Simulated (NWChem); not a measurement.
# CH₃ClSn, singlet; SMILES [Sn]([CH3])[Cl]

Computed with NWChem. Low-valent species are run as closed-shell singlets; no triplet was tried in these runs. def2 effective core potentials on Sn; no spin-orbit coupling. B3LYP is NWChem's, with the RPA form of VWN correlation. Each level has its own optimisation; frequencies are unscaled.

| level | r Cl–Sn (Å) | r C–Sn (Å) | r C–H (Å) | highest harmonic frequency (cm⁻¹) | lowest (cm⁻¹) | zero-point energy (kcal/mol) |
|---|---|---|---|---|---|---|
| Hartree-Fock/STO-3G (all-electron, non-relativistic) | 2.343 | 2.115 | 1.083 | 3736 | 84 | 27.7 |
| PBE/def2-SVP (core potentials) | 2.424 | 2.221 | 1.110 | 3084 | 17 | 21.6 |
| B3LYP/3-21G (all-electron, non-relativistic) | 2.497 | 2.207 | 1.097 | 3121 | 62 | 22.8 |
| PBE0/def2-SVP (core potentials) | 2.403 | 2.196 | 1.102 | 3172 | 41 | 22.4 |
